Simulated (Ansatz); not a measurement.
1-bromo-1-chlorocyclopropane (C3H4BrCl), SMILES ClC1(Br)CC1.

Geometry optimised at PBE-D3(BJ)/def2-SVP.

Two levels are set side by side: PBE/def2-SVPD (Ansatz, a first-principles code) and PBE0/def2-SVPD (Ansatz). Energy differences of separate SCF runs at the same geometry; the states with an electron removed or added have multiplicity 2 and 2. Differences are taken from unrounded values.

| quantity | PBE0 |
|---|---|
| vertical ionisation energy (eV) | 9.89 |
| vertical singlet–triplet gap (eV) | 4.89 |

**Question.** What does PBE give, and how far is it from PBE0? (An estimate is asked for; the answer gives what the named calculation found.)

**Answer.** 
```
quantity                            PBE  PBE minus PBE0
---------------------------------  ----  --------------
vertical ionisation energy (eV)    9.50           -0.39
vertical singlet–triplet gap (eV)  4.61           -0.29
```
